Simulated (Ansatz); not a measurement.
Gas-phase electronic energies from Ansatz, PBE0-D4/def2-TZVP geometries. CCSD(T)/CBS is the MP2 limit (def2-TZVPP, def2-QZVPP) plus CCSD(T) − MP2 in def2-TZVPP, frozen cores. DFT in def2-TZVPP. Elements past krypton have def2 core potentials. For In outer-core shells are correlated without core-valence functions, which leaves a few kJ/mol of doubt a bond. One conformer a species, not always the lowest.

Reaction (formal exchange of groups at a C–In bond): `[CH3][InH][C]#N` + `BOCC` → `BOCCC` + `N#[C][InH2]`

CCSD(T)/CBS gives +33.8 kJ/mol.

Task: Another level gave +30.8 kJ/mol. Which?
A. MP2/def2-TZVPP
B. ωB97X-V/def2-TZVPP
C. r2SCAN/def2-TZVPP
D. HF/def2-TZVPP

Result: C. r2SCAN 30.8, MP2/def2-TZVPP 36.9, ωB97X-V 26.1, HF/def2-TZVPP 21.7 kJ/mol.

Largest T1 diagnostic among the species: 0.015.

In def2-TZVPP, CCSD(T) changes the Hartree–Fock value by +9.5 kJ/mol (the triples alone add +1.4 kJ/mol) and MP2 by +15.3 kJ/mol. From PBE to PBE0 (25 % exact exchange), in def2-TZVPP and without D4, ΔE moves by −3.0 kJ/mol.
